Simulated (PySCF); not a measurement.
C₂H₆N₂Si₂, SMILES C1=NC=N[SiH2][SiH2]1.

Coordinates come from a r2SCAN-D4/def2-SVP optimisation. The structure was generated by enumeration, and PubChem lists no compound with its InChIKey, so it may never have been made.

Two levels are set side by side: TDA-PBE/def2-SVPD (PySCF) and TDA-LC-ωPBE/def2-SVPD (PySCF). Vertical, same geometry. The lowest singlet is HOMO→LUMO 99 % with PBE and HOMO→LUMO 90 % with the other functional; states are paired by order. Differences are taken from unrounded values.

```tsv
quantity	TDA-LC-ωPBE	TDA-PBE	TDA-PBE minus TDA-LC-ωPBE
lowest singlet excitation (eV)	3.10	2.33	-0.77
lowest triplet excitation (TDA) (eV)	2.52	1.96	-0.56
```

A lower first singlet is the usual sign of a functional without exact exchange. Differences between two approximate levels are no errors against the true value.

Rough cost on one machine, each run with all the roots and properties that it gave: TDA-LC-ωPBE against TDA-PBE about 3 times.
